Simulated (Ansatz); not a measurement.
Predict a relaxed structure of the cluster Pd2Se3, charge 0, singlet, at PBE-D4/def2-SVP (Ansatz).


```xyz
5

Pd   -0.7638    0.2991    0.7549
Pd    1.4555    0.8150   -0.7079
Se    0.4667   -1.3542   -0.7161
Se   -0.4569    2.2465   -0.6145
Se   -0.7015   -2.0065    1.2835
```
 This is one stationary point.

In the def2 sets Pd takes a core potential; there is no spin–orbit coupling. The restricted singlet is unstable towards broken spin symmetry in Hartree–Fock (as tested in another run); at PBE-D4/def2-SVP this wasn't settled. The relaxation made no stability test and no search for a lower SCF solution. No other spin state of charge 0 was run. Another isomer (singlet) lies 0.37 eV lower at PBE0-D4/def2-TZVP; other spin states weren't run for this one.
